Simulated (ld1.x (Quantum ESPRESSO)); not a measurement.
Before and after: TM potential for Bi (Z = 83)

| Quantity | Value |
| --- | --- |
| Element | bismuth |
| Generator | ld1.x (Quantum ESPRESSO) 7.5 |
| Type | norm-conserving Troullier–Martins (Kleinman–Bylander form) |
| Functional | PW91 |
| Relativity | scalar-relativistic |
| Frozen core | [Xe] 4f14 5d10 |
| Valence charge | 5 |
| Reference configuration | 6s2 6p1 (charge +2) |
| Partial waves | 6s (bound): rc 1.60 bohr; 6p (bound): rc 2.05 bohr; 6d channel at 0.45 Ry: rc 1.80 bohr |
| Local potential | the d channel |
| Core correction | a·sin(br)/r model core inside 1.50 bohr |

All-electron outer shells of the reference configuration (PW91, scalar-relativistic, ld1.x):

```csv
shell,level (eV),outermost node (bohr),outermost maximum (bohr)
6s,-30.81,0.98,1.83
6p,-19.28,1.14,2.27
```

Change: wave 6d channel at 0.45 Ry: rc 1.80 bohr becomes 6d channel at -0.14 Ry: rc 1.80 bohr.

Cutoffs: the cutoffs (Ry, on a coarse ladder) from which the occupation-weighted sum of valence levels, in a spherical-Bessel basis at the reference potential, stays within 10 and 1 mRy of its value at 400 Ry; they do not see the model core or the augmentation charge, which bear on the density cutoff. Errors are all-electron minus pseudo energies relative to the spin-unpolarised reference configuration.

How do hardness, ghosts and transferability respond?

The potential gets neither clearly harder nor softer (50 Ry and 90 Ry → 50 Ry and 90 Ry); both files keep a bound ghost (p, s); the d channel binds one level more than in the base; the errors of the 7 common tests hardly move; the range in which the s phases agree widens (upper end 2.1 → 3.4).

```csv
quantity,base,changed
"cutoff, loose",50 Ry,50 Ry
"cutoff, tight",90 Ry,90 Ry
loose cutoff by channel (10 mRy a level),"s 30 Ry, p 10 Ry","s 40 Ry, p 10 Ry"
bound ghosts,"s, p","s, p"
"error for 6s2 6p3, meV [ΔE -23.30 eV]",-48,-51
"error for 6s2 6p2, meV [ΔE -15.32 eV]",-17,-18
"error for 6s2 6p0, meV [ΔE 23.43 eV]",-64,-65
"error for 6s2 6p3.3, meV [ΔE -24.40 eV]",-54,-57
"error for 6s1 6p0, meV [ΔE 68.96 eV]",-464,-468
"error for 6s0 6p5, meV [ΔE -2.74 eV]",-62,-62
"error for 6s1 6p3, meV [ΔE -4.48 eV]",-12,-12
s: phases at 2.25 bohr within 0.05 rad from the reference energy up to (Ry; the scan ends near 5),2.1,3.4
p: phases at 2.25 bohr within 0.05 rad from the reference energy up to (Ry; the scan ends near 5),to the end of the scan,to the end of the scan
d: phases at 2.25 bohr within 0.05 rad from the reference energy up to (Ry; the scan ends near 5),0.6,0.2
```

 A true bound ghost makes a file unfit for plane-wave use even where its test errors are small: the radial tests pick states by their node count and pass the ghost by.
